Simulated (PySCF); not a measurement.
Excitations are Tamm–Dancoff values on a coarser integration grid. The basis has no diffuse functions, so Rydberg states are missing or too high.

Z-matrix (Å, degrees):
```
B
O 1 1.3538
H 2 0.9629 1 114.39
Si 1 2.0336 2 117.42 3 -179.91
H 4 1.4888 1 113.84 2 -0.86
H 4 1.4915 5 108.60 1 122.15
H 4 1.4916 5 108.58 6 115.84
Si 1 2.0400 2 121.15 3 0.07
H 8 1.4895 1 110.90 2 -120.61
H 8 1.4895 9 107.76 1 121.44
H 8 1.4956 9 108.07 10 116.54
```
Charge 0, multiplicity 1.

Estimate the T1 excitation (TDA), HOMO and S1–T1 gap (TDA) that PBE0-D4/def2-TZVP in PySCF returns for this input.


```json
{
  "T1 excitation (TDA)": "3.30 eV",
  "HOMO": "-7.29 eV",
  "S1–T1 gap (TDA)": "0.81 eV"
}
```
